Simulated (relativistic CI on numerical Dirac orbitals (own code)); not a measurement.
Calculated at this level of theory: Dirac-Coulomb-Breit CI, orbitals from a KLI potential per configuration, QED by a radiative potential, unscaled Slater integrals (own radial code, finite nucleus).

The strongest absorption lines from the ground level of an ion, among the configurations computed and to levels below about 151 eV (vacuum wavelength in nm, gf): 17.022 (0.087), 17.418 (0.1), 17.631 (0.83), 17.752 (1.9), 17.789 (0.15), 17.918 (2.8), 32.644 (0.12), 33.947 (0.18).

Problem. Which ion is it?
A. Mn XI
B. Co XIII
C. Co XI
D. Co XV

Solution. B. Co XIII has 15 electrons and the ground level 3s2 3p3 4S°_3/2; the strongest line goes to 3s2 3p2 3d 4P_5/2. The pattern of lines fixes the number of electrons, and along that sequence the line energies rise steadily with the charge (about as its square where n changes within one kind of shell, about linearly where n is kept but much faster in heavy ions where fine structure, which grows about as Z⁴, sets the gap, and irregularly where shells cross), which fixes Z. Configurations outside the model, such as inner-shell arrays, can give stronger lines. At this charge energies of transitions that change n are usually good to better than 1 %, and those within a shell (Δn = 0) to a few per cent.

LS names give the leading component of a level, which can be under half, so a name can repeat, a term be missing and a line seem to break the LS rules.
